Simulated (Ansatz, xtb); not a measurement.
C6H5NO2: which of two isomers lies lower

We compare X, `O=CNC1=CC(=O)C=C1`, a singlet, with Y, `O=C/N=C1/C=CC(=O)C1`, a singlet. Both are isolated molecules in the gas phase, relaxed with B3LYP-D3(BJ)/def2-SVP; the shapes shown needn't be the lowest conformers.

X (Å):

```xyz
14

C    -3.3660   -0.2767    1.3438
C    -1.0001    0.4964    1.4263
C     0.2834    0.4657    0.9871
C     1.0483    1.4490    1.8013
C     0.0494    2.0571    2.7708
C    -1.1467    1.4954    2.5460
N    -2.0447   -0.2663    0.9376
O    -3.8511    0.3966    2.2196
O     2.2253    1.7225    1.7225
H    -3.9562   -1.0096    0.7436
H    -1.8130   -0.9029    0.1811
H     0.7181   -0.1425    0.1962
H     0.3132    2.8174    3.5042
H    -2.0950    1.6790    3.0433
```

Y (Å):

```tsv
atom	x (Å)	y (Å)	z (Å)
C	1.6945	-0.0287	1.2597
C	-0.1241	-0.7967	-0.0009
C	-0.8680	-1.8500	-0.7132
C	-2.0710	-1.3981	-1.1253
C	-2.2526	0.0305	-0.7293
C	-0.9862	0.4504	0.0224
N	1.0438	-0.9826	0.4820
O	1.2396	0.4855	2.2540
O	-3.2156	0.7207	-0.9601
H	2.7379	0.1595	0.9104
H	-0.4497	-2.8475	-0.8541
H	-2.8351	-1.9517	-1.6719
H	-0.5024	1.3088	-0.4709
H	-1.2144	0.7618	1.0532
```

**Question.** Estimate E(Y) − E(X) at the level CCSD(T)/def2-SVP + ΔMP2/def2-TZVPP.

**Answer.** CCSD(T)/def2-SVP + ΔMP2/def2-TZVPP gives E(Y) − E(X) = −0.55 kcal/mol, slightly favouring structure Y, which is too small a margin to settle the true order.

Level by level:

| level | geometry | E(Y) − E(X) (kcal/mol) | departure from the last row (kcal/mol) | job, with rough time for the two |
| --- | --- | --- | --- | --- |
| GFN2-xTB | GFN2-xTB | +0.89 | +1.44 | optimisation, 0.53 s |
| HF/STO-3G | GFN2-xTB | −7.32 | −6.77 | single point, 3 s |
| r2SCAN-D4/def2-SVP | GFN2-xTB | +3.52 | +4.06 | single point, 16 s |
| B3LYP-D3(BJ)/def2-SVP | B3LYP-D3(BJ)/def2-SVP | +1.76 | +2.30 | optimisation, 6.8 min |
| HF/def2-SVP | B3LYP-D3(BJ)/def2-SVP | −0.29 | +0.26 | part of the CCSD(T) run |
| MP2/def2-SVP | B3LYP-D3(BJ)/def2-SVP | +0.99 | +1.53 | part of the CCSD(T) run |
| CCSD(T)/def2-SVP | B3LYP-D3(BJ)/def2-SVP | +0.14 | +0.68 | single point |
| CCSD(T)/def2-SVP + ΔMP2/def2-TZVPP | B3LYP-D3(BJ)/def2-SVP | −0.55 |  | single point, 8.2 min |

As drawn, Y has 1 C=N, 1 C–C, 1 C–H in place of 1 C–N, 1 C=C, 1 N–H.

The largest departure from CCSD(T)/def2-SVP + ΔMP2/def2-TZVPP is that of HF/STO-3G, 6.77 kcal/mol. No reliable frequencies are at hand for Y, so it isn't confirmed as a minimum. The last row adds to CCSD(T) the change of the MP2 difference between the two basis sets, here −0.68 kcal/mol.

The correlated steps freeze 9 core orbitals. Codes used: Ansatz 0.2.0, xtb 6.7.1; the last row on 2 threads of Intel(R) Xeon(R) Processor @ 2.50GHz (Skylake/Cascade Lake) on a shared host.
